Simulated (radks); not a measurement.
Values are calculated unless marked as measured or tabulated.
Problem. Species: Ir-. Configuration: [Xe] 4f14 5d8 6s2. Code: a radial shooting solver on a logarithmic mesh with Libxc functionals. Model: scalar-relativistic Kohn-Sham, r2SCAN, spin-polarised, spherical densities, finite nucleus; open shells are filled with parallel spins first (spin-orbit coupling, left out, can overturn this in heavy ions); meta-GGA in the generalised Kohn-Sham scheme; Fermi nuclear charge, rms radius 5.4032 fm; hard spherical wall at 20 bohr. Some entries of the table are withheld. Estimate them.

| orbital | occ. | eigenvalue (eV) | <1/r> (bohr^-1) |
|---|---|---|---|
| 1s down | 1 | -76189.60 | 92.15 |
| 1s up | 1 | -76189.60 | 92.15 |
| 2s up | 1 | -13348.38 | 21.61 |
| 2s down | 1 | -13348.21 | 21.61 |
| 2p up | 3 | -11594.09 | 19.36 |
| 2p down | 3 | -11593.95 | 19.36 |
| 3s up | 1 | -3125.752 | 8.018 |
| 3s down | 1 | -3125.731 | 8.018 |
| 3p up | 3 | -2610.432 | 7.346 |
| 3p down | 3 | -2610.397 | 7.346 |
| 3d up | 5 | -2041.753 | 6.916 |
| 3d down | 5 | -2041.648 | 6.916 |
| 4s up | 1 | -665.9356 | 3.415 |
| 4s down | 1 | -665.7891 | 3.414 |
| 4p up | 3 | -496.1755 | 3.095 |
| 4p down | 3 | -496.0474 | 3.094 |
| 4d up | 5 | -286.5138 | 2.765 |
| 4d down | 5 | -286.3598 | 2.765 |
| 5s up | 1 | -91.5243 | 1.366 |
| 5s down | 1 | -90.4483 | 1.372 |
| 4f up | 7 | -53.9608 | 2.314 |
| 4f down | 7 | -53.7187 | 2.317 |
| 5p up | 3 | -47.9457 | 1.156 |
| 5p down | 3 | -46.5490 | 1.163 |
| 6s up | 1 | -0.1805 | 0.4036 |
| 5d up | 5 | 0.2057 | 0.7460 |
| 6s down | 1 | 0.4457 | 0.3665 |
| 5d down | 3 | 1.7343 | 0.7226 |
| 7s down | 0 | 2.4656 | 0.08599 |
| 7s up | 0 | 2.5370 | 0.08396 |
| 6p down | 0 | (1) | 0.08637 |
| 6p up | 0 | (2) | 0.08657 |
| 5f down | 0 | 3.4144 | 0.07224 |
| 5f up | 0 | 3.5043 | 0.07224 |

Solution. 
(1) 6p down eigenvalue (eV): 2.5647
(2) 6p up eigenvalue (eV): 2.6590
